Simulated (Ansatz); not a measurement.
Job for Ansatz (a first-principles code): U-PBE/def2-TZVPP on InCl, a point of a bond scan (R = 3.661 Å). Elements past Kr take the def2 small-core potentials; no spin–orbit coupling.

Ansatz 0.2 input:
```yaml
crystal:
  periodic: [false, false, false]
  atoms:
    - {symbol: In, position_ang: [-0.00000000, -0.00000000, -0.62874031]}
    - {symbol: Cl, position_ang: [0.00000000, 0.00000000, 3.03274736]}
basis:
  gaussian:
    orbitals: def2-TZVPP
hamiltonian:
  xc: {name: PBE}
magnetization: {spin_polarized: true, initial_magnetization: 0}
```

It printed:

```
WARN ansatz: RAYON_NUM_THREADS=1 ignored (pool sized by the plan → 1); use --threads N
Functional definition: PBE
integrals: 0.02 GiB planned
682 factors; their error is unknown
mean field: 0.23 GiB planned
mean field evaluation 1: about -17689.3985 eV, gradient 1.9e1 eV
mean field evaluation 2: about -17489.7969 eV, gradient 8.7e1 eV
mean field evaluation 4: about -17601.2355 eV, gradient 1.1e2 eV
mean field evaluation 8: about -17691.5046 eV, gradient 6.8e0 eV
mean field evaluation 16: about -17692.3140 eV, gradient 1.5e-5 eV
mean field evaluation 32: about -17689.5094 eV, gradient 5.3e-2 eV
mean field evaluation 64: about -17689.3201 eV, gradient 3.5e-1 eV
mean field evaluation 96: about -17680.5486 eV, gradient 2.1e1 eV
mean field -17692.31398621 eV, -650.1805467120 hartree, gradient 1.5e-5 eV, S^2 0.000000; 9 other end points of the search recorded, 0 dependent functions left out
reference -17692.31402676 eV, -650.1805482024 hartree; 19, 19 occupied and 73, 73 virtual orbitals, 682 factors
Total energy: -17692.31402676 eV, -650.1805482024 hartree
```

Self-consistency was reached.

Cost: about 6 core-seconds (a rough figure).
